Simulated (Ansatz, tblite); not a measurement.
Removing and adding an electron: (CuBr)2 ring (Cu₂Br₂). Total charge 0; singlet. Geometry: r2SCAN-D4/def2-SVP. Ansatz, gas phase; energy differences of separate SCF runs; the oxidised species was run as a doublet alone; the reduced species was run as a doublet alone.

Cartesian coordinates in Å:
```
Cu -1.031 -0.120 0.478
Br -0.515 1.910 -0.632
Cu 1.031 0.120 -0.478
Br 0.515 -1.910 0.632
```

The xTB rows come from tblite. Correlated methods freeze 36 core orbitals; core or outer-core shells of Br are correlated, in sets that lack core-valence functions. The rows differ in basis, and correlated rows in double-zeta sets carry the largest basis error. In CCSD on the charge 1 doublet the largest single amplitude is 0.50, so its Hartree–Fock determinant may place the open shell otherwise than the density functionals do. HOMO above LUMO, or a gap near zero within one spin, warns that the state may not be the lowest or that an electron is smeared out.

| level | −HOMO (eV) | vertical IE (eV) | −LUMO (eV) | vertical EA (eV) | HOMO–LUMO gap (eV) | IE − EA (eV) | remarks |
| --- | --- | --- | --- | --- | --- | --- | --- |
| GFN1-xTB | 11.31 | 14.00 | 7.26 | 4.35 | 4.05 | 9.65 | – |
| GFN2-xTB | 10.44 | 14.01 | 3.45 | 1.48 | 6.99 | 12.53 | – |
| PBE-D4/def2-TZVP | 5.58 | 8.80 | 2.82 | – | 2.77 | – | gap within one spin near zero (+1 doublet) |
| PBE-D4/def2-TZVPD | 5.62 | – | 2.89 | 0.90 | 2.73 | – | HOMO above zero (-1 doublet) |
| r2SCAN-D4/def2-TZVP | 5.66 | 8.80 | 2.50 | – | 3.16 | – | – |
| r2SCAN-D4/def2-TZVPD | 5.69 | – | 2.56 | 0.83 | 3.13 | – | HOMO above zero (-1 doublet) |
| PBE0-D4/def2-TZVP | 7.19 | 9.12 | 1.87 | – | 5.32 | – | – |
| PBE0-D4/def2-TZVPD | 7.22 | – | 1.95 | 0.63 | 5.26 | – | HOMO above zero (-1 doublet) |
| CCSD/def2-SVP | – | 9.27 | – | – | – | – | large T1 (0.061) (+1 doublet) |
| CCSD(T)/def2-SVP | – | 9.25 | – | – | – | – | large T1 (0.061) (+1 doublet) |

Run but left out: HF/def2-SVP, MP2/def2-SVP (charge +1 doublet: a determinant that CCSD turns far, T1 0.061).   A HOMO above zero means that the electron is unbound at that level or that self-interaction error raises the level; the energy of removing that electron tells which. Raw xTB energy differences between charge states are shifted by several eV; the methods need an empirical correction for them.
